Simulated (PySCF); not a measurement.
**Electron correlation in Sb(21+) (antimony, charge +21)**

Starting occupation: [Ar] 3d10 4s2. Computed with PySCF 2.14 in an uncontracted even-tempered set (20 s from 0.57 bohr⁻², ratio 2.6; 15 p from 0.74 bohr⁻², ratio 2.6; 10 d from 0.74 bohr⁻², ratio 2.6; 6 f from 0.76 bohr⁻², ratio 2.8), with X2C-1e with screened-nucleus spin-orbit coupling, Gaussian nucleus. Frozen: [Ar]; 12 electrons correlated; the 94 highest virtual spinors left out.

MP2 pair energies summed by pair of shells (mhartree):

| pair | energy | share (%) |
| --- | --- | --- |
| 3d3/2-3d5/2 | -187.06 | 36.7 |
| 3d5/2-3d5/2 | -131.57 | 25.8 |
| 3d3/2-3d3/2 | -56.57 | 11.1 |
| 4s1/2-4s1/2 | -52.00 | 10.2 |
| 3d5/2-4s1/2 | -49.63 | 9.7 |
| 3d3/2-4s1/2 | -32.56 | 6.4 |

Total MP2 correlation energy: -509.39 mhartree.

The virtual space was cut to 70 spinors, which keep -489.58 of the -509.39 mhartree of MP2 correlation.

```tsv
level	correlation energy (mhartree)
CCSD	-485.53
(T)	-1.41
CCSD(T)	-486.94
```

Diagnostics: T1 = 0.00068, largest double amplitude 0.070.

Cost of the coupled-cluster step: of the order of 2.6 core-minutes, for 12 occupied and 70 virtual spinors.

The coupled-cluster values are those of the cut space; adding the MP2 remainder, -19.81 mhartree, estimates the full space.

At this charge the one-electron X2C treatment keeps the bare 1/r₁₂, with no two-electron picture change or Breit term. The effect here is smaller than on the frozen 1s shell.
